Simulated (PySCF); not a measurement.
Computed with PySCF, BP86, basis Eu def2-TZVP with ECP28, H def2-TZVP (scalar-relativistic core potentials, no spin–orbit coupling, density fitting). Open shells, if any, are unrestricted.

Question: What spin state, shape and geometry does isolated EuH₂ take (every ligand bound to Eu)?

Answer: Formally Eu is in oxidation state +2, with 7 electrons left for the f, d and s shells; the Mulliken f population is 6.98 and the spin on Eu 7.12. The lowest minimum found is a octet of C2v symmetry with Eu–H 2.111 Å (×2); H–Eu–H 110.7°. Its harmonic wavenumbers are 436 (a1), 1203 (b2), 1232 (a1) cm⁻¹ and its dipole moment is 5.98 D.

Only a few start shapes were tried, so a lower isomer may exist. Open d and f shells are described by one determinant, and the ground state may have another occupation or spin. The pruned grid is coarse for the open f shell: energies are uncertain by about 2 kJ/mol and soft modes are noisy. With an element this heavy the missing spin–orbit coupling can shift these numbers.
